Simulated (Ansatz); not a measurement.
Consider the redistribution: `C[SiH](O)Cl` + `F[CH2][SnH2][Br]` → `C[SiH](Cl)CF` + `[OH][SnH2][Br]`.

Calculated with Ansatz (gas phase, PBE0-D4/def2-TZVP geometries, no zero-point term in ΔE). CCSD(T)/CBS is the MP2 limit (def2-TZVPP, def2-QZVPP) plus CCSD(T) − MP2 in def2-TZVPP, frozen cores. Functionals use def2-TZVPP. B3LYP here is the variant with VWN-RPA as its local correlation; programs differ in this. Elements past krypton have def2 core potentials. For Br, Sn outer-core shells are correlated without core-valence functions, which leaves a few kJ/mol of doubt a bond. Scalar relativity is left out up to krypton. Each species was taken in one conformer, which may not be the lowest.

| level | ΔE (kJ/mol) |
| --- | --- |
| PBE | 57.0 |
| r2SCAN | 61.0 |
| PBE0 | 61.7 |
| B3LYP | 62.1 |
| MP2/def2-TZVPP | 66.1 |
| SCS-MP2/def2-TZVPP | 63.8 |
| CCSD(T)/def2-TZVPP | 64.6 |
| CCSD/CBS(def2) | 63.4 |

Question: What does CCSD(T)/CBS give? (An estimate is asked.)

Answer: Ansatz gave: +62.0 kJ/mol. The listed levels differ from it by -5.0, -1.0, -0.3, 0.1, 4.1, 1.8, 2.6, 1.4 kJ/mol.

Largest T1 diagnostic among the species: 0.011.

From PBE to PBE0 (25 % exact exchange), in def2-TZVPP and without D4, ΔE moves by +4.7 kJ/mol.
